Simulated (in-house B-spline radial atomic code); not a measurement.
The numbers below are computed, except where a source is named.
**Correlation energy from the adiabatic connection: ω²r²/2 − Z/r, ω = 1.39, Z = 2**

Two electrons in a singlet, external potential ω²r²/2 − Z/r, ω = 1.39, Z = 2 (atomic units). Full CI in B-splines (partial waves to l = 8, correlation up to 0.6 % small) with the density held fixed gives W(λ) = <V_ee>_λ − U, and E_c is the integral of W(λ) − W(0) from 0 to 1.

| λ | W(λ) − W(0) (hartree) |
| --- | --- |
| 0 | 0.00000 |
| 0.02 | -0.00183 |
| 0.05 | -0.00455 |
| 0.12 | -0.01080 |
| 0.25 | -0.02203 |
| 0.4 | -0.03442 |
| 0.6 | -0.05006 |
| 0.8 | -0.06478 |
| 1 | -0.07864 |

Question: Integrate the table by the trapezoid rule.

Answer: The strips give -0.00002, -0.00010, -0.00054, -0.00213, -0.00423, -0.00845, -0.01148, -0.01434, which sum to -0.04129 hartree. The direct value, W(1) − W(0) + T_c with T_c = 0.03729, is -0.04135; the curve is convex, so chords lie above it and the trapezoids fall short in size by 0.14 %.

Question: Now use only three numbers: W(0) = -1.3872, the initial slope W'(0) = -0.09178 (extrapolated from the first points) and the strong-coupling limit of the point-charge-plus-continuum model, W∞ = -1.942. What do second-order theory and the interpolation W(λ) = W∞ + (W(0) − W∞)/√(1 + 2χλ) of Seidl, Perdew and Levy give?

Answer: Second order keeps the slope alone: E_c = W'(0)/2 = -0.04589, +11 % in size against -0.04135. Matching the slope fixes χ = W'(0)/(W∞ − W(0)) = -0.09178/(-0.55480) = 0.16543. Integrating, with s = √(1 + 2χ) = 1.153628, E_c = −(W(0) − W∞)(s − 1)/(s + 1) = −0.55480 × 0.153628/2.153628 = -0.03958 hartree, -4.3 % in size against the full result. At λ = 1 the formula gives W − W(0) = -0.07388 against -0.07864. Part of the miss can come from the model's W∞.
